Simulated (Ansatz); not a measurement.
`BOC[SiH2]C` + `CN[SiH3]` → `C[SiH2]N(C)[SiH3]` + `BOC` at 298.15 K and 1 bar (ligand exchange at the Si–C bond).

Calculated with Ansatz (gas phase, PBE0-D4/def2-TZVP geometries, no zero-point term in ΔE). CBS: MP2 limit from def2 TZ/QZ plus the TZ coupled-cluster correction, frozen cores. Each species was taken in one conformer, which may not be the lowest.

```csv
species,CCSD(T)/CBS energy (Eh),H − E (kJ/mol),S (J/(mol·K))
`BOC[SiH2]C`,-470.59670,305.7,361.0
`CN[SiH3]`,-386.04948,224.3,300.3
`C[SiH2]N(C)[SiH3]`,-715.62877,350.7,398.9
`BOC`,-141.04597,181.1,267.5
```

H − E and S are ideal-gas, rigid-rotor, harmonic terms from PBE0-D4/def2-TZVP, for one conformer and one mirror image of each species. 1 Eh = 2625.50 kJ/mol, R = 8.31446 J/(mol·K).

By hand: ΔE, ΔH, ΔS and ΔG.

ΔE = (-715.62877) + (-141.04597) − (-470.59670) − (-386.04948) = -0.02856 Eh = -75.0 kJ/mol. Δ(H − E) = 350.7 + 181.1 − 305.7 − 224.3 = 1.8, so ΔH = -73.2 kJ/mol. ΔS = 398.9 + 267.5 − 361.0 − 300.3 = 5.1 J/(mol·K). ΔG = -73.2 − 298.15 × (5.1)/1000 = -74.7 kJ/mol.

By hand: the equilibrium constant, and the temperature at which ΔG would vanish if ΔH and ΔS stayed fixed.

log₁₀ K = −ΔG/(RT ln 10) = 13.1. ΔH and −TΔS have one sign here, so there is no such temperature. One of them is within its doubt of zero, so this could turn.

The number of gas molecules stays the same, so ΔS is small and ΔH decides. A doubt of 5 kJ/mol in ΔE shifts log₁₀ K by 0.9 here. Other conformers and mirror images would add mixing entropy, several J/(mol·K) or more a flexible species. Modes under 60 cm⁻¹, often nearly free rotors, make the harmonic entropy too high. These are equilibria of isolated gas molecules and say nothing of rates. Largest T1 diagnostic: 0.014 (customary marks: 0.02 for closed shells, 0.045 for open ones).
